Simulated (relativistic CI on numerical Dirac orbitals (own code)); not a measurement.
## Crystal-field levels of V3+, 3d2

Calculated by Dirac-Coulomb-Breit CI, KLI orbitals optimised for each configuration, a model potential for QED, valence Slater integrals scaled by 0.7, one configuration in a parametric crystal field (own radial code).

Field parameters in Wybourne normalisation: D3d B²₀ = −7Dσ, B⁴₀ = −14Dq − 21Dτ, B⁴₃ = −14√(10/7) Dq. The field is a parameter set, without covalency.

S and J are read from ⟨S²⟩ = S(S + 1) and ⟨J²⟩ = J(J + 1) of each level; they are not fictitious spins.

D3d, 10Dq = 24650, Dσ = -1200, Dτ = 340 cm⁻¹, the lowest 16 levels:

```tsv
E (cm⁻¹)	Degeneracy	Irrep	S	J
0.0	1	A1	1.00	2.77
1.3	2	E	1.00	2.75
19.0	2	E	1.00	2.75
239	2	E	1.00	3.40
301	1	A2	1.00	3.54
378	1	A1	1.00	3.75
10051	2	E	0.00	3.27
10997	1	A1	0.00	2.89
11047	2	E	0.00	3.09
24157	1	A1	0.00	3.04
24256	1	A2	1.00	3.25
24257	2	E	1.00	3.26
24874	1	A1	1.00	3.07
24879	1	A2	1.00	3.11
24940	2	E	1.00	3.28
25005	2	E	1.00	3.45
```

D3d, 10Dq = 24650, Dσ = -980, Dτ = 340 cm⁻¹, the lowest 16 levels:

| E (cm⁻¹) | Degeneracy | Irrep | S | J |
| --- | --- | --- | --- | --- |
| 0.0 | 2 | E | 1.00 | 2.75 |
| 111 | 2 | E | 1.00 | 3.00 |
| 211 | 1 | A1 | 1.00 | 3.16 |
| 279 | 1 | A2 | 1.00 | 3.53 |
| 614 | 2 | E | 1.00 | 3.19 |
| 650 | 1 | A1 | 1.00 | 3.42 |
| 10632 | 2 | E | 0.00 | 3.24 |
| 10902 | 1 | A1 | 0.00 | 2.93 |
| 11005 | 2 | E | 0.00 | 3.11 |
| 24165 | 1 | A1 | 0.00 | 3.03 |
| 24570 | 1 | A2 | 1.00 | 3.22 |
| 24574 | 2 | E | 1.00 | 3.25 |
| 24904 | 1 | A1 | 1.00 | 3.08 |
| 24913 | 1 | A2 | 1.00 | 3.16 |
| 24969 | 2 | E | 1.00 | 3.30 |
| 25028 | 2 | E | 1.00 | 3.45 |

D3d, 10Dq = 24650, Dσ = -760, Dτ = 340 cm⁻¹, the lowest 16 levels:

```csv
E (cm⁻¹),Degeneracy,Irrep,S,J
0.0,2,E,1.00,2.75
123,2,E,1.00,3.08
243,1,A1,1.00,3.36
275,1,A2,1.00,3.52
1117,2,E,1.00,3.13
1131,1,A1,1.00,3.23
10748,1,A1,0.00,2.97
10952,2,E,0.00,3.09
11250,2,E,0.00,3.24
24267,1,A1,0.00,3.02
24867,1,A2,1.00,3.03
24901,2,E,1.00,3.17
24932,1,A1,1.00,3.10
24985,1,A2,1.00,3.35
25009,2,E,1.00,3.37
25050,2,E,1.00,3.44
```

The free-ion ground term has S = 1. Every field shown keeps that spin.

Levels of this model without a field, named by their leading LS term (the scale mimics covalency, so terms lie below those of the real free ion): ³F2 0, ³F3 301, ³F4 681, ¹D2 9817, ³P0 11575, ³P1 11682, ³P2 11889, ¹G4 15117 cm⁻¹.
